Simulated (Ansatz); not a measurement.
Molecule: YF₂ (charge +1, singlet). 
Coordinates optimised at B3LYP-D3(BJ)/def2-TZVP (Ansatz, a program for electronic structure):
SMILES: [F][Y+][F]
```xyz
3

Y      0.2843     0.1704     0.0739
F     -0.9981     0.7358    -1.2388
F     -0.2337    -1.4744     0.9186
```
Charge +1, spin multiplicity 1.

Total electronic energies in hartree. Valence correlation only, unless marked. Spin-orbit coupling is left out. The frozen core is the preceding noble-gas configuration, with the filled d and f shells of earlier blocks. Past Kr the def2 sets carry scalar-relativistic core potentials. STO-3G rows are all-electron and non-relativistic. CBS(X,Y): correlation extrapolated as X^-3; Hartree-Fock from the larger set.

```
level                                        program  energy (Eh)
------------------------------------  --------------  -----------
B3LYP/def2-TZVPD                              Ansatz   -238.01583
PBE0/STO-3G                                   Ansatz  -3495.36011
BHLYP-D3(BJ)/def2-TZVPD               Ansatz + dftd3   -237.85841
r2SCANh/def2-TZVPD                            Ansatz   -237.91829
r2SCAN0/def2-TZVPD                            Ansatz   -237.88193
CAM-B3LYP-D4/def2-TZVPD               Ansatz + dftd4   -237.92580
CAM-B3LYP/def2-TZVPD                          Ansatz   -237.92463
LC-wPBE-D4/def2-TZVPD                 Ansatz + dftd4   -237.91742
B2GP-PLYP/def2-TZVPD                          Ansatz   -237.70787
RPA@PBE/def2-QZVPP                            Ansatz   -237.67646
MP2/def2-QZVPP                                Ansatz   -237.41864
MP2/CBS(def2-TZVPPD,def2-QZVPPD)              Ansatz    -237.4556
SCS-MP2/def2-QZVPP                            Ansatz   -237.40358
CCSD(T)/def2-QZVPP                            Ansatz   -237.42603
CCSD(T)/CBS(def2-TZVPPD,def2-QZVPPD)          Ansatz    -237.4621
```

Totals of different functionals don't rank their quality; only differences between species are comparable.
